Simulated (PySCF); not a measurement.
## Co₂H₆, singlet: data card

These are results of PySCF, PBE0, basis Co def2-TZVP, H def2-TZVP (no relativity, density fitting), not measurements.

The structure is a higher-order saddle point with 4 imaginary modes.

```json
{
 "Point group": "D2h",
 "Bond lengths": "Co–H 1.502 Å (×4), Co–H 1.539 Å (×4)",
 "Bond angles": "Co–H–Co 89.4° (×2), H–Co–H 90.6° (×2), H–Co–H 100.3° (×8), H–Co–H 150.4° (×2)",
 "Principal polarisabilities": "49.3, 74.4, 92.9 bohr³",
 "Zero-point energy (real modes)": "97.0 kJ/mol",
 "Atomisation energy without zero-point energy": "1140 kJ/mol",
 "Lowest empty level": "-3.62 eV",
 "Principal quadrupole moments (Buckingham, traceless) about the centre of mass": "-8.50, 1.73, 6.78 D Å",
 "Dipole moment": "0.00 D",
 "Highest occupied level": "-6.35 eV",
 "Rotational constants": "1.544, 0.1129, 0.1085 cm⁻¹"
}
```

Harmonic modes (masses in u: Co 58.933, H 1.008):
```
symmetry  ω (cm⁻¹)  IR (km/mol)  μ (u)
     b1g      881i            –   1.01
     b1u      639i            –   1.02
     b3u      501i            –   1.04
     b2u      341i            –   1.01
     b3g       209          0.0   1.09
      ag       349          0.0  10.10
      au       369          0.0   1.01
     b2g       435          0.0   1.05
     b2u       464          113   1.02
      ag       875          0.0   1.08
     b2g      1018          0.0   1.04
     b1u      1421         96.4   1.04
     b3u      1673         88.1   1.02
      ag      1785          0.0   1.02
     b3g      1831          0.0   1.04
     b2u      1865          213   1.04
     b1u      1953          238   1.01
      ag      1977          0.0   1.01
```

In D2h the vibrations span b1g + 3b1u + 2b3u + 3b2u + 2b3g + 4ag + au + 2b2g. The ag, au, b1g, b2g, b3g modes carry no infrared intensity, as symmetry demands. With a centre of inversion only u modes can be infrared active and only g modes Raman active.

Charges (e):
```csv
atom,Mulliken,Löwdin,polar tensor,Mayer order to Co1
Co1,-0.07,-0.13,0.32,–
Co2,-0.07,-0.13,0.32,1.09
"H3,4",0.12,0.13,0.02,0.50
"H5,6",-0.03,0.00,-0.17,0.80
"H7,8",-0.03,0.00,-0.17,0.12
```
Other Mayer orders above 0.3: Co–H 0.50 (×2), Co–H 0.80 (×2).

Mulliken populations on Co1: s 6.62, p 12.52, d 7.93, f 0.00.

Outer orbital energies (eV). occupied: -9.28, -8.79, -8.66, -8.50, -8.12, -7.53, -7.22, -6.35; empty: -3.62, -3.59, -2.93, -1.86.

Only a few start shapes were tried, so a lower isomer may exist. At the minimum of this search the closed-shell solution is unstable towards spin polarisation, so a lower open-shell solution exists.

The final relaxation and frequency run took 89 s on 4 threads of a shared Arm Neoverse V1 host, with 126 basis functions and 19 gradients; the process peaked at 2.4 GiB.
